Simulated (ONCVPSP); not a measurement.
Configuration tests for S (Z = 16) (ONCV)

sulfur (S), optimised norm-conserving Vanderbilt (ONCV), made with ONCVPSP 4.0.1 (PBE, scalar-relativistic). Core [Ne], reference 3s1 3p5. Waves: 3s: rc 1.10 bohr, ncon 3, nbas 7, qcut 6.7 1/bohr, local; 3p: rc 1.80 bohr, ncon 4, nbas 7, qcut 5 1/bohr, 1 projector; d scattering state at 0.1 Ha: rc 1.75 bohr, ncon 4, nbas 8, qcut 5.8 1/bohr, 2 projectors, debl 2.4 Ha. Local part: the s channel. Core correction: Teter function, fcfact 2.5, rcfact 1.

Energies are relative to the spin-unpolarised reference configuration 3s1 3p5; without spin polarisation the order of configurations can differ from experiment.

(1) Give the all-electron excitation energy and the error of the potential for: 3s2 3p4; 3s2 3p3; 3s2 3p2; 3s2 3p0.

Answers

(1)

| valence configuration | charge | ΔE all-electron (eV) | error AE − PS (meV) |
| --- | --- | --- | --- |
| 3s2 3p4 | 0 | -10.311 | +2.7 |
| 3s2 3p3 | +1 | 1.458 | +1.3 |
| 3s2 3p2 | +2 | 23.742 | +9.0 |
| 3s2 3p0 | +4 | 104.581 | +115 |
